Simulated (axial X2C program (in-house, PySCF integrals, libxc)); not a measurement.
**Correcting the dissociation energy of BaO⁺ for spin–orbit coupling**

A spin-free CCSD(T) curve (one-electron X2C) was computed with an axial X2C code built on PySCF integrals, basis Ba dyall-cv3z [14s14p9d5f1g], O dyall-av3z [7s6p3d2f] (cores contracted in-house), for the state M_S = 1/2, Λ = 0 (beyond evenly filled blocks: σα). It gives D0 = 3.870 eV to Ba+ + O, which in a spin-free picture are the weighted means of the ground terms.

Correlated methods: 15 electrons correlated (number of frozen shells: Ba 4 s, 3 p, 2 d; O 1 s), 295 virtual spin orbitals or spinors in MP2, 90 natural virtuals in coupled cluster.

Measured levels of the ground terms (NIST Handbook of Basic Atomic Spectroscopic Data), in cm⁻¹: Ba+ 2S: J = 1/2 at 0; O 3P: J = 2 at 0, J = 1 at 158.3, J = 0 at 227.

The molecular state has Λ = 0, so it has no first-order lowering.

Question: How far does each ground level lie under the (2J+1)-weighted mean of its term?

Answer: Ba+: a single level, 0; O: (5 × 0 + 3 × 158.3 + 1 × 227)/9 = 78 cm⁻¹.

Question: Correct D0.

Answer: D0 = 3.870 + (0 − 78)/8065.5 = 3.860 eV at CCSD(T) with these spin–orbit terms.

Second-order spin–orbit effects in the molecule, which grow quickly with Z, are left out. The state is a single determinant with fixed occupations, the lowest that a limited PBE0 search found. Dissociation energies refer to the lowest single-determinant-based atoms at the same level and basis. CCSD and (T) use frozen natural virtuals with an MP2 correction for the truncation; (T) itself is uncorrected, so its De runs slightly low. Other states lie close and PBE0, whose exact exchange favours high spin, may order them wrongly; the determinant shown need not be the ground state. The nearest other spin-free determinant of the search, M_S = 1/2, Λ = 1, lies 0.48 eV up at the distance of the search.
